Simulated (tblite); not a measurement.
Species: C2H5GaS2Si.
Bonds: C1–C2 (double), C2–S3, S3–Ga4, Ga4–S5, S5–Si6, C1–Si6. Hydrogens: H7 on C1; H8 on C2; H9 on Ga4; H10, H11 on Si6.

Computed with GFN2-xTB (tblite), gas phase: L-BFGS steps from a force-field or distance-geometry start until the largest atomic force falls under 0.01 eV/Å.

Step 2: E = -442.5915 eV
```
atom  x, y, z in Å  |  force x, y, z in eV/Å
C1     -0.7716    0.5443    0.9289   -0.211  -1.292  -0.261
C2     -0.3603    1.5107    0.1460    0.547   0.560  -0.380
S3      0.0712    1.0916   -1.5527    0.484   1.059  -0.131
Ga4     2.0449   -0.1494   -1.2254   -0.887  -0.244   1.033
S5      1.0667   -2.0185   -0.3317   -0.044  -0.049  -0.053
Si6    -0.9084   -1.1574    0.0871    0.370   0.239   0.317
H7     -1.0520    0.6849    1.9512   -0.074   0.235   0.275
H8     -0.2757    2.5455    0.4638    0.103  -0.049  -0.383
H9      3.4249    0.0318   -0.3922    0.057   0.222  -0.455
H10    -1.6763   -1.0626   -1.1233   -0.256  -0.105  -0.415
H11    -1.5579   -2.0183    1.0223   -0.089  -0.575   0.453
```

Step 3: E = -442.7772 eV
```
atom  x, y, z in Å  |  force x, y, z in eV/Å
C1     -0.7732    0.5334    0.9221   -0.135  -0.869  -0.189
C2     -0.3382    1.5051    0.1462    0.285   0.222  -0.341
S3      0.1049    1.1580   -1.5598    0.308   0.806  -0.106
Ga4     1.9605   -0.1725   -1.1764    0.120   0.285   0.871
S5      1.0950   -2.0226   -0.3435   -0.686  -0.426   0.248
Si6    -0.9339   -1.1703    0.0911    0.744   0.211   0.334
H7     -1.0526    0.6942    1.9529    0.001   0.134  -0.059
H8     -0.2716    2.5407    0.4378    0.119   0.133  -0.092
H9      3.4496    0.0462   -0.4038   -0.391   0.162  -0.623
H10    -1.6810   -1.0705   -1.1293   -0.256  -0.073  -0.488
H11    -1.5540   -2.0390    1.0368   -0.109  -0.585   0.444
```

Question: Estimate the geometry and energy of step 4. (The exact step hangs on the optimiser's Hessian estimate; all steps are aligned on step 3, rigid shifts and turns removed.)

Answer: E = -442.8768 eV, largest force 1.163 eV/Å
```
atom  x, y, z in Å  |  force x, y, z in eV/Å
C1     -0.7750    0.5199    0.9158    0.081  -0.185  -0.268
C2     -0.3223    1.5005    0.1428    0.022  -0.027  -0.111
S3      0.1299    1.2106   -1.5657    0.274   0.573  -0.070
Ga4     1.9136   -0.1799   -1.1341    0.543   0.588   0.668
S5      1.1003   -2.0340   -0.3458   -0.892  -0.646   0.375
Si6    -0.9390   -1.1769    0.0979    0.500  -0.083   0.186
H7     -1.0523    0.7013    1.9502    0.032   0.050  -0.240
H8     -0.2673    2.5407    0.4217    0.091   0.082   0.070
H9      3.4577    0.0574   -0.4208   -0.561   0.131  -0.629
H10    -1.6872   -1.0765   -1.1398   -0.082  -0.077  -0.232
H11    -1.5528   -2.0603    1.0519   -0.007  -0.406   0.251
```

The energy changes by -0.0996 eV. The first-order estimate −F·Δx gives -0.1339 eV and the mean of the old and new forces, exact on a quadratic surface, -0.0996 eV. The step makes an angle of 55° with the force vector and moves no atom by more than 0.064 Å.

The cost below is that of the whole relaxation. The run took 1.1 s wall on Arm Neoverse N1, one thread, on a shared host.
